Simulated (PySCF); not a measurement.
**LaSi: frontier orbitals**

B97-3 at R = 2.592 Å; La x2c-SVPall, Si x2c-SVPall; spin-free X2C with a Gaussian nucleus (PySCF 2.14). State: quartet, about 0.0 electrons in the 4f shell (Mulliken). Only the outer orbitals are listed, counted within each symmetry.

| spin | orbital | occ. | ε (eV) | on La (%) | main shells (%) |
| --- | --- | --- | --- | --- | --- |
| α | 14σ | 1 | -23.94 | 97 | 97 La p |
| α | 7π | 1 | -23.77 | 100 | 100 La p |
| α | 7π | 1 | -23.60 | 100 | 100 La p |
| α | 15σ | 1 | -11.51 | 11 | 89 Si s |
| α | 16σ | 1 | -5.22 | 36 | 60 Si p, 28 La d |
| α | 8π | 1 | -5.15 | 38 | 61 Si p, 34 La d |
| α | 8π | 1 | -4.70 | 44 | 55 Si p, 41 La d |
| α | 17σ | 1 | -3.89 | 97 | 62 La s, 31 La d |
| α | 3δ | 0 | -1.60 | 99 | 88 La d, 8 La s |
| α | 3δ | 0 | -1.56 | 100 | 100 La d |
| α | 9π | 0 | -1.24 | 86 | 43 La d, 43 La p, 13 Si p |
| β | 7π | 1 | -23.43 | 100 | 100 La p |
| β | 14σ | 1 | -23.19 | 98 | 98 La p |
| β | 7π | 1 | -23.18 | 100 | 100 La p |
| β | 15σ | 1 | -9.94 | 15 | 85 Si s |
| β | 8π | 1 | -4.29 | 50 | 49 Si p, 47 La d |
| β | 8π | 0 | -2.49 | 53 | 48 La d, 47 Si p |
| β | 16σ | 0 | -2.42 | 57 | 35 Si p, 34 La s, 21 La d |
| β | 17σ | 0 | -1.82 | 106 | 71 La s, 36 La d |

Which are the highest filled and the lowest empty level, where do they sit, and how wide is the gap?

Highest filled α 17σ at -3.89 eV (in %: 62 La s, 31 La d); lowest empty β 8π at -2.49 eV (in %: 48 La d, 47 Si p); the gap at B97-3 is 1.40 eV.

The bond order (Mayer) is 2.29, the ⟨S²⟩ is 3.756 and the charge on La (Mulliken, basis-dependent) is 0.12. The charge on La (Löwdin, basis-dependent) is -0.15 and the dipole moment (positive dipole means La(−)Si(+)) is -4.70 D.

Shares are Mulliken populations and can fall outside 0 to 100 %.

Spin–orbit coupling is left out. With d or f electrons several states lie close, and the lowest PBE0 determinant need not be the measured ground state.
